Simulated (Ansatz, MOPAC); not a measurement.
Species: GaCl$_{2}$ (charge +1, singlet). SMILES of the parent species: [Cl][Ga][Cl]

Atoms: Ga1, Cl2, Cl3. Bonds: Ga1-Cl2, Ga1-Cl3.

Bond lengths (Å) and angles (degrees) optimised at AM1 with MOPAC; PM3 with MOPAC; PBE/6-31G* with LANL2DZ past Ar with Ansatz (a first-principles code); MP2/6-31G* with LANL2DZ past Ar with Ansatz, each started from the B3LYP-D3(BJ)/def2-TZVP structure (Ansatz) of the last column. A row stands for all coordinates that are equal there. 6-31G* holds six Cartesian d functions. No wavenumbers were computed at PBE/6-31G* with LANL2DZ past Ar, MP2/6-31G* with LANL2DZ past Ar, so these may be saddle points.

```
coordinate     AM1    PM3  PBE/6-31G* with LANL2DZ past Ar  MP2/6-31G* with LANL2DZ past Ar  B3LYP-D3(BJ)/def2-TZVP
-----------  -----  -----  -------------------------------  -------------------------------  ----------------------
Ga1-Cl2      1.908  1.872                            2.060                            2.047                   2.038
Cl2-Ga1-Cl3  180.0  180.0                            180.0                            180.0                   180.0
```

Mean signed difference of all 2 bond lengths from B3LYP-D3(BJ)/def2-TZVP: AM1 -0.130 Å, PM3 -0.166 Å, PBE/6-31G* with LANL2DZ past Ar 0.022 Å, MP2/6-31G* with LANL2DZ past Ar 0.009 Å.
